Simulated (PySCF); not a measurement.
## SMILES C=C/C=C1/C[NH2+]C[C@@H]1F, [C7H11FN]+, charge +1

Molfile (atoms numbered from 1):
```
C7H11FN
     RDKit          3D

 20 20  0  0  0  0  0  0  0  0999 V2000
    3.6509   -0.0288    0.2787 C   0  0  0  0  0  0  0  0  0  0  0  0
    2.3858   -0.3648    0.0346 C   0  0  0  0  0  0  0  0  0  0  0  0
    1.2909    0.5415    0.2750 C   0  0  0  0  0  0  0  0  0  0  0  0
    0.0035    0.2844    0.0267 C   0  0  0  0  0  0  0  0  0  0  0  0
   -1.1516    1.2226    0.2977 C   0  0  0  0  0  0  0  0  0  0  0  0
   -2.3447    0.3349    0.2316 N   0  0  0  0  0  0  0  0  0  0  0  0
   -2.0225   -0.6477   -0.8365 C   0  0  0  0  0  0  0  0  0  0  0  0
   -0.5691   -1.0004   -0.5234 C   0  0  2  0  0  0  0  0  0  0  0  0
   -0.5740   -1.9776    0.4566 F   0  0  0  0  0  0  0  0  0  0  0  0
    4.4610   -0.7130    0.0983 H   0  0  0  0  0  0  0  0  0  0  0  0
    3.9159    0.9414    0.6658 H   0  0  0  0  0  0  0  0  0  0  0  0
    2.1459   -1.3485   -0.3408 H   0  0  0  0  0  0  0  0  0  0  0  0
    1.5543    1.5059    0.6889 H   0  0  0  0  0  0  0  0  0  0  0  0
   -1.0772    1.7183    1.2662 H   0  0  0  0  0  0  0  0  0  0  0  0
   -1.2299    1.9861   -0.4825 H   0  0  0  0  0  0  0  0  0  0  0  0
   -2.4248   -0.1782    1.1192 H   0  0  0  0  0  0  0  0  0  0  0  0
   -3.2201    0.8415    0.0681 H   0  0  0  0  0  0  0  0  0  0  0  0
   -2.1022   -0.1696   -1.8128 H   0  0  0  0  0  0  0  0  0  0  0  0
   -2.6727   -1.5214   -0.7908 H   0  0  0  0  0  0  0  0  0  0  0  0
   -0.0246   -1.4158   -1.3745 H   0  0  0  0  0  0  0  0  0  0  0  0
  1  2  2  0
  2  3  1  0
  3  4  2  0
  4  5  1  0
  5  6  1  0
  6  7  1  0
  7  8  1  0
  8  9  1  0
  8  4  1  0
  1 10  1  0
  1 11  1  0
  2 12  1  0
  3 13  1  0
  5 14  1  0
  5 15  1  0
  6 16  1  0
  6 17  1  0
  7 18  1  0
  7 19  1  0
  8 20  1  6
M  CHG  1   6   1
M  END
```

Computed, not measured: GIAO B97-D/STO-3G magnetisability, rotational g tensor and spin-rotation constants, non-relativistic, gas phase in PySCF 2.14.0. Geometry: GFN2-xTB.

For an ion the centre-of-mass motion in the field is neglected.

Q: Give the nuclear spin-rotation constants along the inertial axes (H = +C I·J) beside the isotropic shieldings.

A: Rotational constants 3.2892, 1.0065, 0.8371 GHz. A star marks the isotopologue with that one atom substituted, in its own axes.
```csv
atom,isotope,Caa (kHz),Cbb (kHz),Ccc (kHz),mean (kHz),σ (ppm)
N6,14N,0.067,0.023,0.022,0.037,260.0
F9,19F,0.949,0.439,0.649,0.679,374.1
H10,1H,-0.031,-0.029,-0.102,-0.054,26.6
H11,1H,-0.298,0.045,-0.099,-0.117,26.9
H12,1H,-0.320,0.054,-0.099,-0.122,26.7
H13,1H,-0.311,0.046,-0.099,-0.121,26.5
H14,1H,-0.401,-0.083,-0.022,-0.169,28.7
H15,1H,-0.411,-0.066,-0.036,-0.171,28.9
H16,1H,-0.428,-0.118,-0.023,-0.190,27.8
H17,1H,-0.131,-0.104,-0.112,-0.116,27.9
H18,1H,-0.413,-0.116,-0.002,-0.177,29.2
H19,1H,-0.228,-0.043,-0.107,-0.126,29.1
H20,1H,-0.305,-0.084,-0.029,-0.140,28.5
C1,13C*,0.849,0.295,0.060,0.401,118.4
C2,13C*,0.742,0.296,0.055,0.364,127.4
C3,13C*,0.815,0.297,0.062,0.391,120.4
C4,13C*,0.664,0.243,0.085,0.331,136.4
C5,13C*,0.284,0.123,0.128,0.178,174.2
C7,13C*,0.396,0.102,0.111,0.203,175.3
C8,13C*,0.530,0.142,0.099,0.257,161.9
```
For the geometry as given, no vibrational averaging.
